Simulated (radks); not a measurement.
Charge is removed step by step from the 3s1/2 level of Ge, starting from [Ar] 3d10 4s2 4p2. Calculated with a radial shooting solver on a logarithmic mesh with Libxc functionals: Dirac Kohn-Sham, PBE, spin-unpolarised, spherical densities, point nucleus; open shells fill j = l - 1/2 first.

removed (e)  E - E(0) (eV)  eigenvalue (eV)  E minus straight line (eV)
0                    0.000          -168.28                       0.000
0.25                42.686          -173.25                      -1.967
0.5                 86.647          -178.47                      -2.659
0.75                131.94          -183.90                      -2.020
1                   178.61          -189.52                       0.000

Removing the whole electron costs 178.61 eV by Delta-SCF, against 168.28 eV from minus the eigenvalue at the starting occupation. Slater's transition state (half an electron removed) gives 178.47 eV. Integrating minus the eigenvalue over the occupation (Janak's theorem) gives 178.61 eV. The mean slope of the eigenvalue, de/dn, is 21.2 eV per electron.
